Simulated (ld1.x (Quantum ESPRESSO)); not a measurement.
# Which change was made? (K, TM)

K (Z = 19), norm-conserving Troullier–Martins (Kleinman–Bylander form), made with ld1.x (Quantum ESPRESSO) 7.5 (PBE, scalar-relativistic). Core [Ne], reference 3s2 3p6 4s0.5 4p0.5. Waves: 3p (bound): rc 1.80 bohr; 3d channel at 0.05 Ry: rc 1.70 bohr; 3s (bound): rc 1.80 bohr. Local part: the s channel. Core correction: none.

Occupied shells without a wave of their own: 4p, 4s. They enter only through the test configuration that unscreens the potential.

Cutoffs, loose and tight: the cutoffs (Ry, on a coarse ladder) from which the occupation-weighted sum of valence levels, in a spherical-Bessel basis at the reference potential, stays within 10 and 1 mRy of its value at 400 Ry. They do not see the model core or the augmentation charge, which bear on the density cutoff. Test errors are all-electron minus pseudo excitation energies from the reference, over the configurations 3s2 3p6 4s1 4p0; 3s2 3p6 4s0 4p0; 3s2 3p6 4s0.5 4p0; 3s2 3p5 4s1 4p0; 3s2 3p6 4s0 4p1; 3s1 3p6 4s1 4p0; variants that change the core or the reference have their own tests.

The base gives: outcome: generated; cutoff, loose: 30 Ry; cutoff, tight: 50 Ry; bound ghosts: none; largest test error (meV): +218.

After one change the result is: outcome: generated, misses its reference levels by 0.17 eV; cutoff, loose: 25 Ry; cutoff, tight: 45 Ry; bound ghosts: none; largest test error (meV): +308. Which change was it?
A. all radii scaled by about 1.37 (s 2.46, p 2.46, d 2.32 bohr)
B. all radii scaled by about 0.82 (s 1.48, p 1.48, d 1.40 bohr)
C. all radii scaled by about 1.21 (s 2.18, p 2.18, d 2.06 bohr)
D. all radii scaled by about 0.92 (s 1.66, p 1.66, d 1.58 bohr)
E. all radii scaled by about 1.08 (s 1.94, p 1.94, d 1.82 bohr)

E. The others give: all radii scaled by about 1.21 (s 2.18, p 2.18, d 2.06 bohr) → outcome: generated, misses its reference levels by 0.30 eV; cutoff, loose: 25 Ry; cutoff, tight: 40 Ry; bound ghosts: none; largest test error (meV): +486 | all radii scaled by about 0.92 (s 1.66, p 1.66, d 1.58 bohr) → outcome: generated; cutoff, loose: 35 Ry; cutoff, tight: 60 Ry; bound ghosts: none; largest test error (meV): +147 | all radii scaled by about 0.82 (s 1.48, p 1.48, d 1.40 bohr) → outcome: generated; cutoff, loose: 55 Ry; cutoff, tight: 80 Ry; bound ghosts: none; largest test error (meV): +70 | all radii scaled by about 1.37 (s 2.46, p 2.46, d 2.32 bohr) → outcome: generated, misses its reference levels by 0.45 eV; cutoff, loose: 25 Ry; cutoff, tight: 35 Ry; bound ghosts: none; largest test error (meV): +658.
